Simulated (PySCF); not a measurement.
## Bi (bismuth, neutral): UHF calculation

Configuration: [Xe] 4f14 5d10 6s2 6p3, high-spin 4S determinant. All numbers are calculated (PySCF 2.14, a scalar-relativistic core potential, in aug-cc-pVDZ-PP with ECP60MDF (5s4p3d, 32 functions)).

```
Total energy             : -213.591272 hartree
One-electron energy      : -372.8681 hartree
Hartree (Coulomb) energy : 175.4148 hartree
Exchange energy          : -16.1380 hartree
⟨S²⟩                     : 3.7564
⟨L²⟩                     : 0.000
Sum of ⟨r⟩               : 33.54 bohr
Sum of ⟨r²⟩              : 68.02 bohr²
Time after the integrals : 0.09 s of wall time on 1 thread of Neoverse-V1 (shared host)
```

```
shell  electrons  mean orbital energy (eV)  rms radius, mean of both spins (bohr)
 5s α          1                   -181.97                                  0.899
 5s β          1                   -181.62                                  0.899
 5p α          3                   -115.97                                   1.02
 5p β          3                   -115.70                                   1.02
 5d α          5                   -35.835                                   1.32
 5d β          5                   -35.428                                   1.32
 6s α          1                   -21.230                                   2.40
 6s β          1                   -15.746                                   2.40
 6p α          3                    -8.685                                   3.22
```

Energies and moments cover only the electrons outside the core potential. Spin-orbit coupling, which splits the p, d and f shells strongly at this Z, is absent. Spin-orbit coupling is strong in this species (close to jj coupling), so the high-spin LS determinant is a model state, not a physical level.
